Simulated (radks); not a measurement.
Results of a calculation; reference values are marked as such.
Species: Yb41+. Configuration: [Ar] 3d10 4s1. Level of theory: scalar-relativistic Kohn-Sham, LDA (Slater exchange, VWN5 correlation), spin-polarised, spherical densities, finite nucleus; open shells are filled with parallel spins first (spin-orbit coupling, left out, can overturn this in heavy ions); Fermi nuclear charge, rms radius 5.3108 fm (a radial shooting solver on a logarithmic mesh with Libxc functionals). Some entries of the table are withheld. Estimate them.

orbital  occ.  eigenvalue (eV)  <1/r> (bohr^-1)
1s up       1        -63114.64            80.56
1s down     1        -63113.41            80.55
2s up       1        -12268.24            18.82
2s down     1        -12267.47            18.82
2p up       3        -11049.77            17.29
2p down     3        -11049.02            17.29
3s up       1        -4141.900              (1)
3s down     1        -4140.576              (2)
3p up       3        -3772.987            6.614
3p down     3        -3771.608            6.617
3d up       5              (3)              (4)
3d down     5              (5)              (6)
4s up       1        -2020.632            3.491
4s down     0        -2011.596            3.498

Answer. 
(1) 3s up <1/r> (bohr^-1): 7.083
(2) 3s down <1/r> (bohr^-1): 7.085
(3) 3d up eigenvalue (eV): -3337.875
(4) 3d up <1/r> (bohr^-1): 6.272
(5) 3d down eigenvalue (eV): -3336.669
(6) 3d down <1/r> (bohr^-1): 6.274
